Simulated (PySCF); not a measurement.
What settings do to a single point of [Nd(H2O)]3+

The sound run of [Nd(H2O)]3+ (singlet in the valence; each metal's 4f electrons, 3 of them, lie in its core potential, out of spins and levels) uses PySCF 2.14.0, RKS TPSS, Nd lcecp-1-SVP with ECP49, O def2-SVP, H def2-SVP; non-relativistic Hamiltonian with scalar-relativistic core potentials where named; density fitting; no spin-orbit coupling, grid (50, 194), threshold 1e-8 Eh and 55 cycles, at the relaxed geometry:

```xyz
4

Nd    0.0000    0.0000   -0.1158
O     0.0000    0.0000    2.1435
H     0.7885    0.0000    2.7768
H    -0.7885    0.0000    2.7768
```

There Nd1 has a Mulliken charge of 2.54 e and the dipole about the centre of mass is 3.04 D. Each run below changes one thing and starts from free metal ions and neutral atoms unless it says otherwise; with 55 cycles, smearing, a level shift and second-order steps follow where DIIS fails, and their cycles count. Energy shifts count from the sound run. On f atoms grids over 110 angular points are at least (60, 302).

```csv
change,outcome,cycles,energy shift (eV),largest force component (eV/Å),charge on Nd1 (e),dipole about the centre of mass (D)
start from a density of up to 30 smeared cycles (not counted),converged,6,0.0000,0.00,2.54,3.04
"spin (2S) set to 1, limit 88 cycles",refused,–,–,–,–,–
```

(1) One further run converged with energy shift (eV) -0.0279, largest force component (eV/Å) 0.05, charge on Nd1 (e) 2.54, dipole about the centre of mass (D) 3.04. Which change was it?
A. cycle limit 8
B. grid (40, 110)
C. threshold 1e-06

(2) And the other changes listed?

Forces carry noise of the integration grid, about 0.01 to 0.03 eV/Å.

No frequency check is given that shows the relaxed geometry to be a minimum. An lcecp potential fixes the number of 4f electrons, so in runs with it no electron can move into or out of that shell.

## Answers

(1) B.

(2) 
```
         change        outcome  cycles  energy shift (eV)  largest force component (eV/Å)  charge on Nd1 (e)  dipole about the centre of mass (D)
  cycle limit 8  not converged       8                  –                               –                  –                                    –
threshold 1e-06      converged       9             0.0000                            0.00               2.54                                 3.05
```
